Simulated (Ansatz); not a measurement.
Coupled-cluster diagnostics for Ge(SH)2H2 (GeH4S2), Ansatz.

Geometry of the singlet (PBE-D4/def2-TZVP):

Cartesian coordinates in Å:
```
Ge -0.499 -0.408 0.097
S 0.594 0.638 1.747
H 0.336 1.872 1.252
S 0.316 0.106 -1.924
H 1.567 -0.316 -1.622
H -1.984 0.017 0.025
H -0.330 -1.909 0.425
```

Correlated methods freeze 19 core orbitals; core or outer-core shells of Ge are correlated, in sets that lack core-valence functions.

(1) Estimate the CCSD(T) correlation energy, the shares of MP2 and (T), T1 and the reference's ⟨S²⟩ for: charge 0, singlet, own geometry in def2-TZVPP; and the rough time on 4 threads of Intel Xeon on a shared host.

Answers

(1) 
```json
{"state": "charge 0, singlet, own geometry", "basis": "def2-TZVPP", "correlation (eV)": "-18.692", "MP2 share (%)": "89.6", "(T) share (%)": "4.1", "T1": "0.011", "⟨S²⟩ (pure)": "0.00 (0.00)", "wall time": "75 s"}
```
Customary marks for T1 are 0.02 (closed shells), 0.045 (open shells) and about 0.05 (3d metals). T1 stays under 0.02 throughout.
